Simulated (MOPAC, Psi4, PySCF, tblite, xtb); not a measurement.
Dimer HCl ··· Br2 (SMILES Cl and BrBr) at R = 4.34 Å between the centres of mass, closest contact 3.27 Å (a random orientation, not optimised). Geometry in Å and degrees:

```
Br
Br 1 2.3158
H 1 3.2669 2 103.56
Cl 3 1.2820 1 112.51 2 -92.80
```

GFN2-xTB (tblite); SAPT0/jun-cc-pVDZ, frozen core (Psi4); B3LYP/def2-TZVP, counterpoise-corrected (Psi4); B3LYP-D3(BJ)/def2-TZVP, counterpoise-corrected (Psi4); PBE/def2-TZVP, counterpoise-corrected (Psi4); PBE-D3(BJ)/def2-TZVP, counterpoise-corrected (Psi4); wB97X-V/def2-TZVP, counterpoise-corrected (Psi4); HF/aug-cc-pVTZ, counterpoise-corrected (Psi4); MP2/aug-cc-pVTZ = Psi4 with DF-MP2/aug-cc-pVTZ, frozen core, counterpoise-corrected; SCS-MP2/aug-cc-pVTZ = DF-SCS-MP2/aug-cc-pVTZ, frozen core, counterpoise-corrected in Psi4 1.11; PM7, restricted, heats of formation (MOPAC); PM6, restricted, heats of formation (MOPAC); GFN1-xTB (xtb); RKS-B3LYP/6-31G* = restricted B3LYP/6-31G*, spherical d, no counterpoise correction (PySCF); RHF/STO-3G = restricted Hartree-Fock/STO-3G, no counterpoise correction (PySCF); RHF/LANL2DZ = restricted Hartree-Fock/LANL2DZ, with its core potentials past Ne, no counterpoise correction run with PySCF; RHF/6-31G* = PySCF 2.14.0 with restricted Hartree-Fock/6-31G*, spherical d, no counterpoise correction.

What interaction energy does each level give?


```tsv
method	E_int / kcal/mol
PM7	-1.61
PBE-D3(BJ)/def2-TZVP	-0.94
B3LYP-D3(BJ)/def2-TZVP	-0.91
MP2/aug-cc-pVTZ	-0.81
GFN2-xTB	-0.70
wB97X-V/def2-TZVP	-0.67
GFN1-xTB	-0.64
PM6	-0.52
SCS-MP2/aug-cc-pVTZ	-0.49
PBE/def2-TZVP	-0.24
SAPT0/jun-cc-pVDZ	-0.12
RHF/STO-3G	-0.01
RKS-B3LYP/6-31G*	0.07
B3LYP/def2-TZVP	0.31
RHF/LANL2DZ	0.38
RHF/6-31G*	0.42
HF/aug-cc-pVTZ	0.57
```
